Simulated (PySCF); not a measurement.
**Ionisation energy of Sn by level of theory**

Sn [Kr] 4d10 5s2 5p2 (3P) → Sn⁺ [Kr] 4d10 5s2 5p1 (2P), as a difference of total energies. All numbers are calculated (PySCF 2.14, scalar relativity by spin-free X2C-1e, in x2c-SVPall (6s5p3d, 36 functions)). Correlated levels: valence: [Kr] 4d10 frozen. The calculations carry no spin-orbit coupling.

Q: Order these methods by the ionisation energy they give, lowest first.
A. CCSD(T) (valence)
B. MP2 (valence)
C. BP86
D. UHF

A: D (6.861 eV), B (7.066 eV), A (7.095 eV), C (7.402 eV).

Errors of the correlated levels include the incompleteness of this basis and the frozen core.

For comparison: 7.389 eV (measured; NIST levels, between the centres of gravity of the two terms).
